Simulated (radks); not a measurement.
Task: Mo+, 41 electrons, occupied as [Kr] 5s1.5 5p3.5 (fractional occupations, a model configuration). Method: Dirac Kohn-Sham, PBE, spin-unpolarised, spherical densities, point nucleus; open shells fill j = l - 1/2 first; computed with a radial shooting solver on a logarithmic mesh with Libxc functionals.

Spin-orbit splittings of the eigenvalues, e(l+1/2) - e(l-1/2), with zeta = 2 splitting/(2l+1) and mean radii in bohr:

shell  occ.  splitting (eV)  zeta (eV)  <r> j=l-1/2  <r> j=l+1/2
2p        6           106.5      71.02       0.1308       0.1353
3p        6           17.57      11.71       0.4231       0.4336
3d       10               ?          ?       0.4126       0.4161
4p        6           2.785      1.857        1.157        1.183
5p      3.5          0.3951     0.2634        3.072        3.134

Estimate the 3d splitting.

Result: 3.332 eV (zeta = 1.333 eV).
